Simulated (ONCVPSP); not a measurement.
cerium, ONCV: configuration errors across variants

ONCVPSP 4.0.1 input, shortened (lines: element, Z, core and valence counts, functional; n l f; lmax; l rc ep ncon nbas qcut; lloc lpopt rc5 dvloc0; l nproj debl; icmod fcfact rcfact), PBEsol, scalar-relativistic:

```
  Ce 58.00    9    5  -116133      upf
    1    0    2.00
    2    0    2.00
    2    1    6.00
    3    0    2.00
    3    1    6.00
    3    2   10.00
    4    0    2.00
    4    1    6.00
    4    2   10.00
    4    3    1.00
    5    0    2.00
    5    1    6.00
    5    2    2.00
    6    0    1.00
    3
    0    2.80    0.00    4    9    4.90
    1    1.75    0.00    3    6    5.10
    2    3.70    0.00    4    9    4.30
    3    1.10    0.00    4    8   16.80
    4    1    0.90    4.00
    0    2    1.00
    1    3    2.10
    2    1    2.30
    3    2    2.40
    0    0.00    0.00
```

All-electron excitation energies from the reference (eV): (1) 4f1 5s2 5p6 5d1 6s2 -0.906; (2) 4f1 5s2 5p6 5d1 6s1 5.197; (3) 4f1 5s2 5p6 5d1 6s0 16.235.

A true bound ghost makes a file unfit for plane-wave use even where its test errors are small: the radial tests pick states by their node count and pass the ghost by.

Errors AE − PS in meV (a dash: test not solved or not reliable):

| change | (1) | (2) | (3) | bound ghosts | GHOST(+) flags above zero |
| --- | --- | --- | --- | --- | --- |
| base | +0.4 | +2.0 | +2.3 | s | p |
| local potential polynomial inside 0.90 bohr (lpopt 1, dvloc0 -2.5 Ha) | +0.5 | +2.2 | +2.9 | s | p, d |
| local potential polynomial inside 0.90 bohr (lpopt 1, dvloc0 -0.5 Ha) | +0.5 | +2.1 | +2.6 | s | p, d |
| local potential polynomial inside 0.90 bohr (lpopt 1, dvloc0 1 Ha) | +0.5 | +2.1 | +2.5 | s | p, d |
| local potential polynomial inside 0.90 bohr (lpopt 1, dvloc0 2 Ha) | +0.5 | +2.0 | +2.4 | s | p, d |
| local potential polynomial inside 0.90 bohr (lpopt 1, dvloc0 5 Ha) | +0.4 | +2.0 | +2.2 | s | p, d |
| local potential polynomial inside 0.90 bohr (lpopt 1, dvloc0 5.5 Ha) | +0.4 | +1.9 | +2.2 | s | p, d |
| local potential polynomial inside 0.90 bohr (lpopt 1, dvloc0 9 Ha) | +0.3 | +1.9 | +2.0 | s | p |

(1) Give the same row for: local potential polynomial inside 0.90 bohr (lpopt 1, dvloc0 8 Ha).

Answers

(1) +0.4, +1.9, +2.1; bound ghosts: s; GHOST(+) flags above zero: p.
